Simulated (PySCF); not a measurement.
C₅H₇FO, SMILES C1(=C)C[C@](O1)(F)C. Atoms are numbered in the order given.

```xyz
14

C      2.3780     0.2846     0.9880
C      1.1774     0.2173     0.4224
C      0.2701     1.0918    -0.4107
C     -0.6975    -0.1045    -0.2921
C     -2.0161     0.0375     0.4205
F     -0.9000    -0.7379    -1.4898
O      0.2708    -0.8310     0.4754
H      2.7685    -0.5510     1.5714
H      2.9865     1.1811     0.8670
H      0.6016     1.2693    -1.4433
H     -0.0615     2.0319     0.0521
H     -1.8765     0.5423     1.3864
H     -2.4386    -0.9625     0.5984
H     -2.7182     0.6176    -0.1963
```

Geometry optimised at B3LYP-D3(BJ)/def2-SVP. The structure was generated by enumeration; whether it is a known compound was not checked.

Computed with SMD-B3LYP/6-31G* in PySCF.

Solvation free energies are E(SMD) − E(gas) at the gas-phase geometry, for 1 M in both phases. In vacuum the dipole moment is 2.32 D.

```json
[
 {"solvent": "water", "ΔG(solv) (kcal/mol)": "-1.9", "its non-electrostatic (CDS) part": "4.3", "dipole (D)": "3.13"},
 {"solvent": "acetone", "ΔG(solv) (kcal/mol)": "-5.5", "its non-electrostatic (CDS) part": "-0.7", "dipole (D)": "2.96"},
 {"solvent": "ethylethanoate", "ΔG(solv) (kcal/mol)": "(withheld)", "its non-electrostatic (CDS) part": "(withheld)", "dipole (D)": "(withheld)"}
]
```

### Question
Some entries are withheld; supply them. (An estimate is asked for; the answer gives what the named calculation found.)

### Answer

- ethylethanoate, ΔG(solv) (kcal/mol): -4.8
- ethylethanoate, its non-electrostatic (CDS) part: -1.0
- ethylethanoate, dipole (D): 2.82
